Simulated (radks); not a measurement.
Question: Isoelectronic series with 45 electrons, all held in the configuration [Kr] 4d8 5s1, which need not be the ground one along the series. Method: scalar-relativistic Kohn-Sham, PBE, spin-polarised, spherical densities, point nucleus; open shells are filled with parallel spins first (spin-orbit coupling, left out, can overturn this in heavy ions); computed with a radial shooting solver on a logarithmic mesh with Libxc functionals. Total energies (hartree) and mean radii <r> (bohr) (* marks an orbital that is empty in some or all of the ions):

| ion | E (hartree) | 5s down* | 5s up | 4d down | 4d up |
|---|---|---|---|---|---|
| Rh | -4784.15449 | 3.373 | 3.239 | 1.598 | 1.589 |
| Pd+ | -5045.43441 | 2.801 | 2.749 | 1.401 | 1.401 |
| Ag2+ | -5314.64604 | 2.463 | 2.435 | 1.267 | 1.269 |
| Cd3+ | -5591.79337 | 2.223 | 2.206 | 1.166 | 1.167 |
| In4+ | -5876.89388 | 2.040 | 2.028 | 1.084 | 1.085 |
| Sn5+ | -6169.97314 | 1.891 | 1.883 | 1.016 | 1.017 |
| Sb6+ | -6471.06227 | 1.768 | 1.762 | 0.9577 | 0.9586 |
| Te7+ | -6780.19656 | 1.663 | 1.658 | 0.9071 | 0.9078 |
| I8+ | -7097.41474 | 1.571 | 1.568 | 0.8624 | 0.8631 |
| Xe9+ | -7422.75851 | 1.491 | 1.488 | 0.8227 | 0.8232 |
| Cs10+ | -7756.2722 | 1.420 | 1.418 | 0.7869 | 0.7873 |
| Ba11+ | -8098.0027 | 1.356 | 1.354 | 0.7545 | 0.7549 |
| La12+ | -8447.9992 | 1.298 | 1.296 | 0.7249 | 0.7252 |
| Ce13+ | -8806.3131 | 1.245 | 1.244 | 0.6978 | 0.6981 |
| Pr14+ | -9172.9984 | 1.197 | 1.196 | 0.6729 | 0.6731 |
| Nd15+ | -9548.1111 | 1.153 | 1.152 | 0.6498 | 0.6500 |
| Pm16+ | -9931.7094 | 1.112 | 1.111 | 0.6283 | 0.6285 |
| Eu18+ | -10724.6081 | 1.038 | 1.038 | 0.5897 | 0.5899 |
| Gd19+ | -11134.0368 | 1.005 | 1.005 | 0.5722 | 0.5724 |
| Tb20+ | -11552.2080 | 0.9742 | 0.9737 | 0.5558 | 0.5559 |
| Dy21+ | -11979.1920 | 0.9452 | 0.9447 | 0.5403 | 0.5405 |
| Ho22+ | -12415.0619 | 0.9178 | 0.9174 | 0.5258 | 0.5259 |
| Er23+ | -12859.8933 | 0.8920 | 0.8916 | 0.5120 | 0.5121 |

Estimate the row of Sm17+.

Answer: E (hartree) -10323.8541; 5s down* 1.074; 5s up 1.073; 4d down 0.6084; 4d up 0.6085.
